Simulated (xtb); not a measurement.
C$_{4}$H$_{3}$O (SMILES [c]1ccco1), doublet, from a rough starting geometry; GFN2-xTB (xtb).

Input for xtb:
```
$ xtb mol.xyz --gfn 2 --uhf 1 --opt vtight --json

# file mol.xyz
8

O     -0.00157993     0.19437166     1.56417579
C      0.02809777     1.35893152     0.65313374
C     -0.04797261    -0.81124984     0.67637535
C     -0.01791940     0.95620774    -0.57933558
C     -0.01438652    -0.47992108    -0.66203337
H     -0.03582346    -1.75712003     1.22904085
H      0.02684417     1.62222849    -1.46956649
H      0.00021280    -1.13427413    -1.50143381
```

### Question
What does xtb print? Leave out banner, timings and long lists.

### Answer

```
   ID    Z sym.   atoms
    1    8 O      1
    2    6 C      2-5
    3    1 H      6-8

           -------------------------------------------------
          |                Calculation Setup                |
           -------------------------------------------------

           -------------------------------------------------
          |                 G F N 2 - x T B                 |
           -------------------------------------------------

          ...................................................
          :                      SETUP                      :
          :.................................................:
          :  # basis functions                  23          :
          :  # atomic orbitals                  23          :
          :  # shells                           13          :
          :  # electrons                        25          :
          :  max. iterations                   250          :
          :  Hamiltonian                  GFN2-xTB          :
          :  restarted?                      false          :
          :  GBSA solvation                  false          :
          :  PC potential                    false          :
          :  electronic temp.          300.0000000     K    :
          :  accuracy                    1.0000000          :
          :  -> integral cutoff          0.2500000E+02      :
          :  -> integral neglect         0.1000000E-07      :
          :  -> SCF convergence          0.1000000E-05 Eh   :
          :  -> wf. convergence          0.1000000E-03 e    :
          :  Broyden damping             0.4000000          :
          :  net charge                          0          :
          :  unpaired electrons                  1          :
          ...................................................

 iter      E             dE          RMSdq      gap      omega  full diag
   1    -14.1803959 -0.141804E+02  0.522E+00    4.07       0.0  T
   2    -14.1876302 -0.723434E-02  0.320E+00    4.11       1.0  T
   3    -14.1725908  0.150394E-01  0.163E+00    4.08       1.0  T
   4    -14.1912830 -0.186921E-01  0.317E-01    4.12       1.0  T
   5    -14.1916263 -0.343315E-03  0.926E-02    4.07       1.0  T
   6    -14.1916450 -0.187710E-04  0.564E-02    4.11       1.0  T
   7    -14.1916596 -0.145553E-04  0.236E-02    4.09       1.5  T
   8    -14.1916600 -0.445949E-06  0.766E-03    4.09       4.6  T
   9    -14.1916602 -0.150529E-06  0.198E-03    4.09      17.8  T
  10    -14.1916602 -0.366604E-08  0.638E-04    4.09      55.4  T
  11    -14.1916602 -0.153494E-08  0.193E-04    4.09     183.6  T

   *** convergence criteria satisfied after 11 iterations ***

         :::::::::::::::::::::::::::::::::::::::::::::::::::::
         ::                     SUMMARY                     ::
         :::::::::::::::::::::::::::::::::::::::::::::::::::::
         :: total energy             -14.003036378273 Eh    ::
         :: gradient norm              0.160391480435 Eh/a0 ::
         :: HOMO-LUMO gap              4.092987115694 eV    ::
         ::.................................................::
         :: SCC energy               -14.191659646399 Eh    ::
         :: -> isotropic ES            0.009407704236 Eh    ::
         :: -> anisotropic ES          0.000547157635 Eh    ::
         :: -> anisotropic XC          0.005585493780 Eh    ::
         :: -> dispersion             -0.004195051034 Eh    ::
         :: repulsion energy           0.188623268126 Eh    ::
         :: add. restraining           0.000000000000 Eh    ::
         :: total charge              -0.000000000000 e     ::
         :::::::::::::::::::::::::::::::::::::::::::::::::::::

      -----------------------------------------------------------
     |                   =====================                   |
     |                        A N C O P T                        |
     |                   =====================                   |
[...]
 * total energy  :   -14.0030364 Eh     change       -0.1415685E-09 Eh
 * total energy  :   -14.0180500 Eh     change       -0.1501362E-01 Eh
 * total energy  :   -14.0237390 Eh     change       -0.5689027E-02 Eh
 * total energy  :   -14.0248113 Eh     change       -0.1072317E-02 Eh
 * total energy  :   -14.0248619 Eh     change       -0.5051989E-04 Eh
 * total energy  :   -14.0248700 Eh     change       -0.8180366E-05 Eh
 * total energy  :   -14.0248715 Eh     change       -0.1437098E-05 Eh
 * total energy  :   -14.0248718 Eh     change       -0.3223879E-06 Eh
 * total energy  :   -14.0248720 Eh     change       -0.1818776E-06 Eh
 * total energy  :   -14.0248720 Eh     change       -0.1855770E-07 Eh
   *** GEOMETRY OPTIMIZATION CONVERGED AFTER 10 ITERATIONS ***
         :: total energy             -14.024872000947 Eh    ::
[...]
         6        2.0000           -0.5713039             -15.5460
         7        2.0000           -0.5492480             -14.9458
         8        2.0000           -0.4886208             -13.2960
         9        2.0000           -0.4854957             -13.2110
        10        2.0000           -0.4743528             -12.9078
        11        2.0000           -0.4323466             -11.7647
        12        2.0000           -0.3974659             -10.8156
        13        1.0000           -0.3672928              -9.9945 (HOMO)
        14                         -0.2131809              -5.8009 (LUMO)
        15                         -0.1673062              -4.5526
        16                          0.1007162               2.7406
        17                          0.1240946               3.3768
        18                          0.1628376               4.4310
        19                          0.2147645               5.8440
        20                          0.2765266               7.5247
        21                          0.4289430              11.6721
        22                          0.4753733              12.9356
        23                          0.6797421              18.4967
      -------------------------------------------------------------
                  HL-Gap            0.1541119 Eh            4.1936 eV
             Fermi-level           -0.3363081 Eh           -9.1514 eV

     #   Z          covCN         q      C6AA      α(0)
     1   8 O        1.729    -0.154    16.624     5.505
     2   6 C        2.228     0.053    28.952     8.713
     3   6 C        3.091     0.062    26.516     8.440
     4   6 C        2.997    -0.054    29.336     8.885
     5   6 C        3.060    -0.056    29.330     8.881
     6   1 H        0.926     0.052     2.290     2.367
     7   1 H        0.927     0.050     2.321     2.383
     8   1 H        0.926     0.047     2.352     2.398

 Mol. C6AA /au·bohr⁶  :        897.147363
 Mol. C8AA /au·bohr⁸  :      22151.408199
 Mol. α(0) /au        :         47.571823

Wiberg/Mayer (AO) data.
largest (>0.10) Wiberg bond orders for each atom

 ---------------------------------------------------------------------------
     #   Z sym  total        # sym  WBO       # sym  WBO       # sym  WBO
 ---------------------------------------------------------------------------
     1   8 O    2.479 --     2 C    1.210     3 C    1.094
     2   6 C    3.150 --     4 C    1.655     1 O    1.210     3 C    0.180
     3   6 C    3.892 --     5 C    1.622     1 O    1.094     6 H    0.965
                             2 C    0.180
     4   6 C    3.967 --     2 C    1.655     5 C    1.228     7 H    0.975
     5   6 C    3.975 --     3 C    1.622     4 C    1.228     8 H    0.967
     6   1 H    0.997 --     3 C    0.965
     7   1 H    0.998 --     4 C    0.975
     8   1 H    0.998 --     5 C    0.967
 ---------------------------------------------------------------------------

Topologies differ in total number of bonds
Writing topology from bond orders to xtbtopo.mol

molecular dipole:
                 x           y           z       tot (Debye)
 q only:       -0.002      -0.216      -0.310
   full:       -0.004      -0.335      -0.308       1.158
molecular quadrupole (traceless):
                xx          xy          yy          xz          yz          zz
 q only:       -0.654       0.043       1.566      -0.007      -0.995      -0.911
  q+dip:       -1.819       0.057       0.997      -0.031      -1.712       0.822
   full:       -0.770       0.042       1.123      -0.015      -1.333      -0.353

optimized geometry written to: xtbopt.xyz

           -------------------------------------------------
          | TOTAL ENERGY              -14.024872000947 Eh   |
          | GRADIENT NORM               0.000021318727 Eh/α |
          | HOMO-LUMO GAP               4.193598518767 eV   |
           -------------------------------------------------

normal termination of xtb
```
